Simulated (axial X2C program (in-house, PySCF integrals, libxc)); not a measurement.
## TiSi⁻ with a deliberately poor setting

Computed with an axial X2C code built on PySCF integrals.

Input file and command:
```json
{"zs": [22, 14], "q": -1, "bas": ["dyall-av3z", "dyall-av3z"], "levels": ["PBE0", "HF", "BHandHLYP", "PBE"], "cc": false, "r0": 2.52, "npts": 10, "nst": 2, "ntry": 6, "opt": {"auxb": 3.0}}
```
```bash
python so2c.py task.json out
```

Keys: zs atomic numbers; q charge; bas basis sets; levels methods; cc coupled cluster on or off; r0 starting distance in Å; npts points on the curve; nst determinants followed; ntry starts of the search; auxb ratio of fitting exponents. HF also brings MP2.

Question: One numerical setting was spoiled on purpose. Which, and what came out?

Answer: Density fitting set too sparse. States: spin-free M_S = 3/2, Λ = 2; 2c Ω = 1/2. The apparent results, which are not to be taken for properties of TiSi⁻:

```tsv
Hamiltonian	level	points converged	Re (Å)	ωe (cm⁻¹)	De (eV)	curve-fit residual (μEh)
spin-free	PBE0	10 of 10	2.496	330	1.75	0.15
spin-free	HF	10 of 10	2.783	203	0.80	0.49
spin-free	MP2	10 of 10	2.510	321	1.12	1.4
spin-free	BHandHLYP	10 of 10	2.593	271	1.26	0.13
spin-free	PBE	10 of 10	2.471	346	2.19	0.21
2c	PBE0	10 of 10	2.569	401	1.72	460
2c	HF	9 of 10	2.783	202	0.81	0.16
2c	MP2	9 of 9	2.510	321	1.13	1.5
2c	BHandHLYP	10 of 10	2.598	295	1.27	57
2c	PBE	10 of 10	n/a	n/a	n/a	n/a
```
